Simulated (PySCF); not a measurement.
Ionisation energy of Zr⁺ by level of theory

Zr⁺ [Kr] 4d2 5s1 (4F) → Zr²⁺ [Kr] 4d2 (3F), as a difference of total energies. All numbers are calculated (PySCF 2.14, scalar relativity through the core potential, in def2-QZVPPD with the def2 core potential (28 electrons)). Correlated levels: valence: 4s2 4p6 frozen; valence and next inner shell: nothing frozen outside the core potential. The calculations carry no spin-orbit coupling.

```tsv
method	ionisation energy (eV)	difference from reference (eV)
UHF	12.297	-0.833
LDA	13.697	+0.567
PBE	13.453	+0.323
PBE0	13.225	+0.095
r2SCAN	13.342	+0.212
HSE06	13.269	+0.139
B3LYP	13.343	+0.213
M06	12.625	-0.505
M06-L	12.359	-0.771
MP2 (valence)	12.532	-0.598
SCS-MP2 (valence)	12.375	-0.755
MP2 (valence and next inner shell)	13.033	-0.097
SCS-MP2 (valence and next inner shell)	12.808	-0.322
```

Reference: 13.13 eV (measured; NIST Atomic Spectra Database, ionization energies).

The reference lies between the lowest fine-structure levels, while these numbers refer to the centres of the terms.

Errors of the correlated levels include the incompleteness of this basis and the frozen core.
